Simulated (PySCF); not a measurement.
## C6H10ClO: g tensor and hyperfine couplings

C₆H₁₀ClO (doublet state).
Atom-mapped SMILES: `[CH3:1][C@:2]1([CH:3][Cl:4])[CH2:5][CH2:6][O:7][CH2:8]1` (hydrogens: H9, H10, H11 on C1; H12 on C3; H13, H14 on C5; H15, H16 on C6; H17, H18 on C8)

Geometry (GFN2-xTB, Å), atoms numbered from 1 in this order:
```
atom  x, y, z in Å
C1    -1.4920    0.6133    0.7019
C2    -0.4448   -0.1340   -0.1255
C3    -1.0468   -1.1573   -1.0052
Cl4   -2.5528   -0.9089   -1.7403
C5     0.6367   -0.7625    0.7916
C6     1.9019    0.0681    0.5169
O7     1.4614    1.2679   -0.0781
C8     0.4080    0.9117   -0.9283
H9    -1.0014    1.3707    1.3082
H10   -2.2169    1.1007    0.0548
H11   -2.0204   -0.0787    1.3539
H12   -0.4349   -1.9093   -1.4741
H13    0.7975   -1.8139    0.5618
H14    0.3343   -0.6802    1.8336
H15    2.5693   -0.4692   -0.1734
H16    2.4560    0.3286    1.4188
H17    0.7902    0.4490   -1.8507
H18   -0.1542    1.8104   -1.1775
```

The hyperfine couplings belong to this conformer and change with its torsions.

The calculation used UKS B3LYP, pcH-1 on C Cl H O, non-relativistic, mean-field spin-orbit, GIAO in PySCF 2.14.0. The structure is a single GFN2-xTB conformer in the gas phase; no vibrational or solvent corrections. A GFN2-xTB geometry isn't a minimum of the functional, and hyperfine couplings can be far from their values at a DFT geometry. Stability of the SCF solution: not tested.

* g1, g2, g3: 2.00168, 2.00722, 2.00912
* g_iso: 2.00601
* Form of g: rhombic: the two nearest values differ by 25 % of g3 − g1
* ⟨S²⟩: 0.7540 (exact 0.7500)
* α and β electrons: 36, 35
* Total energy: -770.03760 Eh
* Basis functions: 310

Isotropic coupling and dipolar principal values T1 to T3, in mT; ρ(0) is the spin density at the nucleus (MHz turned into mT with g_iso):

| atom | isotope | a_iso | of which spin–orbit | T1 | T2 | T3 | Mulliken spin population | ρ(0) (bohr⁻³) |
| --- | --- | --- | --- | --- | --- | --- | --- | --- |
| C1 | 13C | 0.43 | 0.00 | -0.06 | -0.05 | 0.11 | 0.01 | 0.0108 |
| C2 | 13C | -0.95 | 0.00 | -0.07 | -0.03 | 0.10 | -0.07 | -0.0237 |
| C3 | 13C | 5.03 | 0.02 | -2.82 | -2.79 | 5.61 | 0.93 | 0.1252 |
| Cl4 | 35Cl | 0.26 | 0.00 | -1.14 | -0.78 | 1.92 | 0.09 | 0.0170 |
| C5 | 13C | 0.51 | 0.00 | -0.09 | -0.09 | 0.18 | 0.02 | 0.0127 |
| C6 | 13C | -0.05 | 0.00 | -0.03 | 0.00 | 0.03 | 0.00 | -0.0013 |
| O7 | 17O | 0.02 | 0.00 | -0.21 | 0.10 | 0.11 | 0.01 | -0.0009 |
| C8 | 13C | 2.49 | 0.00 | -0.24 | -0.21 | 0.45 | 0.05 | 0.0623 |
| H9 | 1H | -0.03 | 0.00 | -0.07 | -0.05 | 0.12 | 0.00 | -0.0002 |
| H10 | 1H | -0.06 | 0.00 | -0.10 | -0.08 | 0.18 | 0.00 | -0.0004 |
| H11 | 1H | -0.07 | 0.00 | -0.13 | -0.10 | 0.22 | 0.00 | -0.0005 |
| H12 | 1H | -1.91 | 0.00 | -1.28 | -0.07 | 1.35 | -0.04 | -0.0120 |
| H13 | 1H | 0.00 | 0.00 | -0.17 | -0.10 | 0.27 | 0.00 | 0.0000 |
| H14 | 1H | -0.05 | 0.00 | -0.09 | -0.06 | 0.16 | 0.00 | -0.0003 |
| H15 | 1H | 0.00 | 0.00 | -0.05 | -0.04 | 0.09 | 0.00 | 0.0000 |
| H16 | 1H | 0.06 | 0.00 | -0.04 | -0.02 | 0.06 | 0.00 | 0.0004 |
| H17 | 1H | -0.11 | 0.00 | -0.22 | -0.05 | 0.26 | 0.00 | -0.0007 |
| H18 | 1H | 0.06 | 0.00 | -0.14 | -0.05 | 0.19 | 0.00 | 0.0004 |

The largest Mulliken spin populations are on C3 (+0.93), Cl4 (+0.09) and C2 (-0.07). No atom but C3 exceeds +0.15. The positive populations add up to 1.11 and the negative ones to -0.11, together 2S = 1. The angles at C3 add up to 356.8°, so it is nearly planar; its axial dipolar tensor and the negative coupling of its proton fit spin in a p orbital normal to that plane.

Axes: g2 points within 12° of the C3–Cl4 bond.

Under fast tumbling the dipolar parts average out, and these isotropic splittings remain (the largest six): 1 × 1H (H12, I = 1/2, 2 lines) with 1.91 mT, 1 × 35Cl (Cl4, I = 3/2, 4 lines) with 0.26 mT, 1 × 1H (H17, I = 1/2, 2 lines) with 0.11 mT, 1 × 1H (H16, I = 1/2, 2 lines) with 0.06 mT, 1 × 1H (H18, I = 1/2, 2 lines) with 0.06 mT and 3 × 1H (H9/H10/H11, I = 1/2, 4 lines) with 0.06 mT.

Class means assume fast exchange of nuclei equivalent by connectivity; if that motion is slow, each nucleus keeps its own coupling.

Main isotope only: 35Cl (natural samples also hold 24 % 37Cl, magnetic too, which adds its own pattern).

The 13C coupling of C3 (141.2 MHz) shows only in satellite lines or after enrichment, since that isotope makes up about 1.07 % of natural carbon.

Examples of negative spin density at the nucleus (bohr⁻³): C2 (-0.0237), H12 (-0.0120) and C6 (-0.0013).
